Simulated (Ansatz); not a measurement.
`BO[SiH2]C` and `[CH3][AlH][O][SiH2]C` differ in one atom or group.

Ansatz, PBE0-D4/def2-TZVP geometries, multiplicity 1. Each molecule was computed in one conformer, which needn't be the lowest.

```
                                        property  `BO[SiH2]C`
               HOMO energy (PBE/def2-TZVPP) / eV        -6.84
             LUMO energy (B3LYP/def2-TZVPP) / eV        -0.78
             HOMO–LUMO gap (PBE/def2-TZVPP) / eV         5.31
              HOMO energy (PBE0/def2-TZVPP) / eV        -8.31
              LUMO energy (PBE0/def2-TZVPP) / eV        -0.52
size of the dipole moment (B3LYP/def2-TZVPP) / D         1.53
```

Problem. Give the same properties after the change, and the shifts. (Estimate.)

Solution. The calculation gave: 
```
                                        property  `[CH3][AlH][O][SiH2]C`  shift
               HOMO energy (PBE/def2-TZVPP) / eV                   -6.52   0.32
             LUMO energy (B3LYP/def2-TZVPP) / eV                   -0.86  -0.08
             HOMO–LUMO gap (PBE/def2-TZVPP) / eV                    5.11  -0.20
              HOMO energy (PBE0/def2-TZVPP) / eV                   -7.83   0.48
              LUMO energy (PBE0/def2-TZVPP) / eV                   -0.63  -0.11
size of the dipole moment (B3LYP/def2-TZVPP) / D                    1.47  -0.06
```

With PBE0 the HOMO rises by 0.48 eV and the LUMO falls by 0.11 eV, so the gap narrows by about 0.59 eV. PBE moves the HOMO by 0.32 eV and ωB97M-V by 0.61 eV. Dipoles are sizes alone; their direction can turn.

B3LYP here is the variant with VWN-RPA as its local correlation; programs differ in this.
